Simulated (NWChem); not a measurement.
SiHO2 cation; SMILES O=[Si]=[OH+]

```xyz
4

O      0.0009     1.5907     0.0000
Si    -0.0006     0.0879     0.0000
O      0.0023    -1.4357     0.0000
H     -0.0161    -2.4044     0.0000
```
Atoms are numbered in this order, from 1.

Results from NWChem. Pople sets run with spherical d functions. All runs use the structure optimised with PBE0/def2-SVP. Atomic charges in e: unrestrained fits to the electrostatic potential beside Mulliken populations; the two definitions need not agree.

Question: What does the run give for Hartree-Fock/6-31G*? Quantities: ESP O1; Mulliken O1; ESP Si2; Mulliken Si2; ESP O3; Mulliken O3; relative RMS misfit of the potential (%).

Answer: The ESP O1 comes out as -0.58, the Mulliken O1 is -0.47 and the ESP Si2 is 1.69. The Mulliken Si2 comes out as 1.62 and the ESP O3 is -0.70. The Mulliken O3 is -0.74 and the relative RMS misfit of the potential (%) comes out as 2.
